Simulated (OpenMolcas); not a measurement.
**Setting up InH2F (SMILES [F][InH2]) in OpenMolcas**

The species is InH2F (4 atoms), meant as a singlet with charge 0. SMILES: `[F][InH2]`. Geometry: relaxed at PBE0-D4/def2-TZVP.

```jsonl
{"atom": "F", "x (Å)": "-1.6318", "y (Å)": "-0.6294", "z (Å)": "0.1886"}
{"atom": "In", "x (Å)": "0.1944", "y (Å)": "0.0523", "z (Å)": "-0.0263"}
{"atom": "H", "x (Å)": "1.3043", "y (Å)": "-0.9651", "z (Å)": "0.7679"}
{"atom": "H", "x (Å)": "0.1886", "y (Å)": "1.4819", "z (Å)": "-0.9504"}
```

Settings wanted:

```yaml
method: DFT
reference: RKS
basis_set: def2-SVP
task: gradient
functional: PBE0
nucleus: point
integration_grid: UltraFine
SCF_convergence_threshold: 1e-10
```

Task: Give an OpenMolcas 26.06 job that does this.

Result: One that was run (others would do as well):

job.input:
```
&gateway
  baslib = $CurrDir
  basisset
  F.def2-SVP....
  F1 -1.631800 -0.629400 0.188600 angstrom
  End of Basis
  basisset
  In.def2-SVP....
  In2 0.194400 0.052300 -0.026300 angstrom
  End of Basis
  basisset
  H.def2-SVP....
  H3 1.304300 -0.965100 0.767900 angstrom
  H4 0.188600 1.481900 -0.950400 angstrom
  End of Basis

&seward
  gridinput
  Grid=UltraFine
  End of Grid

&scf
  ksdft = PBE0
  thresholds = 1e-10 1e-07 1e-07 1e-05
  prorbitals = 1

&alaska
```

```bash
$ export MOLCAS_MEM=1860
$ pymolcas job.input > job.log
```

(Basis files named in the input come from the Basis Set Exchange and aren't shown.)

Calculated total energy: -290.99046 Eh, largest force 0.223 eV/Å.
